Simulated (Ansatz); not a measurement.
One change: `[CH3][Zr]([OH])([Cl])[Cl]` becomes `[CH3][Ti]([OH])([Cl])[Cl]`.

Ansatz, PBE0-D4/def2-TZVP geometries, multiplicity 1. Each molecule was computed in one conformer, which needn't be the lowest.

Elements past krypton have def2 core potentials. Scalar relativity is left out up to krypton.

| property | `[CH3][Zr]([OH])([Cl])[Cl]` |
| --- | --- |
| LUMO energy (ωB97M-V/def2-TZVPP) / eV | 0.55 |
| HOMO–LUMO gap (ωB97M-V/def2-TZVPP) / eV | 10.93 |
| HOMO energy (PBE/def2-TZVPP) / eV | -6.75 |
| HOMO–LUMO gap (PBE/def2-TZVPP) / eV | 4.30 |
| HOMO energy (PBE0/def2-TZVPP) / eV | -8.10 |
| LUMO energy (B3LYP/def2-TZVPP) / eV | -1.79 |

Question: What does the change do to each property? (Estimate.)

Answer: Computed: 
```csv
property,`[CH3][Ti]([OH])([Cl])[Cl]`,shift
LUMO energy (ωB97M-V/def2-TZVPP) / eV,-0.26,-0.81
HOMO–LUMO gap (ωB97M-V/def2-TZVPP) / eV,10.62,-0.31
HOMO energy (PBE/def2-TZVPP) / eV,-6.98,-0.23
HOMO–LUMO gap (PBE/def2-TZVPP) / eV,3.46,-0.84
HOMO energy (PBE0/def2-TZVPP) / eV,-8.49,-0.39
LUMO energy (B3LYP/def2-TZVPP) / eV,-2.75,-0.96
```

With PBE0 the HOMO falls by 0.39 eV and the LUMO falls by 0.91 eV, so the gap narrows by about 0.52 eV. PBE moves the HOMO by -0.23 eV and ωB97M-V by -0.48 eV.

Positive LUMOs are unbound, so they and the gaps depend on the basis.

B3LYP here is the variant with VWN-RPA as its local correlation; programs differ in this.
